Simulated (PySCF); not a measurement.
# Excitation energy of N by level of theory

N [He] 2s2 2p3 (4S) → N [He] 2s1 2p4, s spin flipped, as a difference of total energies. Calculation: PySCF 2.14, in aug-cc-pwCVTZ; no relativity, point nucleus. Correlated levels: valence and next inner shell: nothing frozen. The calculations carry no spin-orbit coupling.

| method | excitation energy (cm⁻¹) |
| --- | --- |
| UHF | 149950 |
| MP2 (valence and next inner shell) | 133390 |
| SCS-MP2 (valence and next inner shell) | 130280 |

The upper determinant mixes two multiplicities, so it lies between the two terms.

The upper state lies above the first ionisation limit, where it may autoionise and the basis confines it.

The coupled-cluster amplitudes are large for the upper state (T1 above 0.03 or a double amplitude above 0.15), so a single reference is strained.
